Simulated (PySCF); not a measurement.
Job for PySCF: D3(BJ) and D4 dispersion corrections on CHClO (a complex), monomers drawn apart or pushed together.

```python
from pyscf import gto
from pyscf.dispersion import dftd3, dftd4

mol = gto.M(
    atom='''
    Cl   -0.03322094    0.05094674   -0.99541496
    H    -0.02208516   -0.10406125    0.28305948
    C     0.00007993   -0.42034159    2.89351608
    O     0.00974167   -0.55502176    4.00803587
    ''',
    basis='def2-svp',
    charge=0, spin=0, verbose=0, max_memory=1800)
d3, d4 = {}, {}
for xc in ['hf', 'pbe', 'blyp', 'revpbe', 'tpss', 'r2scan', 'b3lyp', 'pbe0', 'bhlyp', 'camb3lyp', 'b2plyp']:
    d3[xc] = float(dftd3.DFTD3Dispersion(mol, xc=xc, version='d3bj', atm=False).get_dispersion()['energy'])
    print(f'D3(BJ) {xc:10s} {d3[xc]:14.8f} Eh')
for xc in ['hf', 'pbe', 'blyp', 'revpbe', 'tpss', 'r2scan', 'b3lyp', 'pbe0', 'bhlyp', 'camb3lyp', 'b2plyp']:
    d4[xc] = float(dftd4.DFTD4Dispersion(mol, xc={'camb3lyp': 'cam-b3lyp'}.get(xc, xc), atm=True).get_dispersion()['energy'])
    print(f'D4     {xc:10s} {d4[xc]:14.8f} Eh')
```

It printed:

```
D3(BJ) hf            -0.01090836 Eh
D3(BJ) pbe           -0.00137280 Eh
D3(BJ) blyp          -0.00283812 Eh
D3(BJ) revpbe        -0.00337016 Eh
D3(BJ) tpss          -0.00174956 Eh
D3(BJ) r2scan        -0.00044060 Eh
D3(BJ) b3lyp         -0.00231813 Eh
D3(BJ) pbe0          -0.00122115 Eh
D3(BJ) bhlyp         -0.00177530 Eh
D3(BJ) camb3lyp      -0.00114385 Eh
D3(BJ) b2plyp        -0.00107950 Eh
D4     hf            -0.00379787 Eh
D4     pbe           -0.00112131 Eh
D4     blyp          -0.00237325 Eh
D4     revpbe        -0.00344621 Eh
D4     tpss          -0.00150485 Eh
D4     r2scan        -0.00033648 Eh
D4     b3lyp         -0.00175170 Eh
D4     pbe0          -0.00097730 Eh
D4     bhlyp         -0.00127920 Eh
D4     camb3lyp      -0.00099975 Eh
D4     b2plyp        -0.00080410 Eh
```

The run finished.

Cost: very roughly 0.05 core-seconds.
